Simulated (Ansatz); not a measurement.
Computed with Ansatz on PBE0-D4/def2-TZVP structures; ΔE is electronic, products minus reactants. CBS: MP2 limit from def2 TZ/QZ plus the TZ coupled-cluster correction, frozen cores. This one scheme is used for every species. Functionals use def2-TZVPP. B3LYP here is the variant with VWN-RPA as its local correlation; programs differ in this. One conformer a species, not always the lowest.

Reaction (hydrogenolysis of the Si–C bond): `COC[SiH2]P` + H₂ → `[SiH3]P` + dimethyl ether

| level | ΔE (kJ/mol) | difference from CCSD(T)/CBS |
| --- | --- | --- |
| PBE0-D4 | -36.0 | -2.0 |
| B3LYP-D4 | -36.3 | -2.3 |
| ωB97X-V | -37.5 | -3.5 |
| ωB97M-V | -35.0 | -1.0 |
| B2PLYP | -42.3 | -8.3 |
| PBE | -38.9 | -4.9 |
| r2SCAN | -36.0 | -2.0 |
| HF/def2-TZVPP | -63.5 | -29.5 |
| MP2/def2-TZVPP | -31.9 | 2.1 |
| SCS-MP2/def2-TZVPP | -38.7 | -4.7 |
| CCSD/def2-TZVPP | -42.6 | -8.6 |
| CCSD(T)/def2-TZVPP | -37.5 | -3.5 |
| HF/def2-QZVPP | -63.4 | -29.4 |
| MP2/def2-QZVPP | -29.9 | 4.1 |
| SCS-MP2/def2-QZVPP | -36.7 | -2.7 |
| CCSD/CBS(def2) | -39.2 | -5.2 |
| CCSD(T)/CBS | -34.0 | 0 |

Largest T1 diagnostic among the species: 0.013.

The D4 term adds +11.6 kJ/mol with B3LYP and +6.7 kJ/mol with PBE0; it sums over pairs of atoms, weighted by their polarisabilities, and B3LYP, whose exchange is more repulsive, gets the larger term. In def2-TZVPP, CCSD(T) changes the Hartree–Fock value by +26.1 kJ/mol (the triples alone add +5.2 kJ/mol) and MP2 by +31.6 kJ/mol. From PBE to PBE0 (25 % exact exchange), in def2-TZVPP and without D4, ΔE moves by −3.8 kJ/mol.
